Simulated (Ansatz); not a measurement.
`BC1(C)C=N1` → `BC1C=N1` + `[CH2]` (triplet) at 400 K and 1 bar (formal loss of a carbene).

Computed with Ansatz on PBE0-D4/def2-TZVP structures; ΔE is electronic, products minus reactants. CCSD(T)/CBS adds triple-zeta CCSD(T) − MP2 to the extrapolated MP2 energy (def2 sets, frozen cores). This one scheme is used for every species. Triplets are unrestricted, without spin–orbit coupling.

```json
{"species": "`BC1(C)C=N1`", "CCSD(T)/CBS energy (Eh)": "-197.16328", "H − E (kJ/mol)": "248.2", "S (J/(mol·K))": "347.3"}
{"species": "`BC1C=N1`", "CCSD(T)/CBS energy (Eh)": "-157.89968", "H − E (kJ/mol)": "169.1", "S (J/(mol·K))": "301.8"}
{"species": "`[CH2]` (triplet)", "CCSD(T)/CBS energy (Eh)": "-39.09499", "H − E (kJ/mol)": "59.0", "S (J/(mol·K))": "205.7"}
```

H − E and S are ideal-gas, rigid-rotor, harmonic terms from PBE0-D4/def2-TZVP, for one conformer and one mirror image of each species, with the whole ground term of open shells counted as degenerate. 1 Eh = 2625.50 kJ/mol, R = 8.31446 J/(mol·K).

By hand: ΔE, ΔH, ΔS and ΔG.

ΔE = (-157.89968) + (-39.09499) − (-197.16328) = 0.16861 Eh = 442.7 kJ/mol. Δ(H − E) = 169.1 + 59.0 − 248.2 = -20.1, so ΔH = 422.6 kJ/mol. ΔS = 301.8 + 205.7 − 347.3 = 160.2 J/(mol·K). ΔG = 422.6 − 400 × (160.2)/1000 = 358.5 kJ/mol.

By hand: the equilibrium constant, and the temperature at which ΔG would vanish if ΔH and ΔS stayed fixed.

log₁₀ K = −ΔG/(RT ln 10) = -46.8. ΔG = 0 at ΔH/ΔS = 2638 K, far beyond where these terms or the molecules hold.

The number of gas molecules changes by +1, which sets the sign of ΔS. A doubt of 5 kJ/mol in ΔE shifts log₁₀ K by 0.7 here. Other conformers and mirror images would add mixing entropy, several J/(mol·K) or more a flexible species. A triplet takes part, so the spin changes. These are equilibria of isolated gas molecules and say nothing of rates. Largest T1 diagnostic: 0.013 (customary marks: 0.02 for closed shells, 0.045 for open ones).
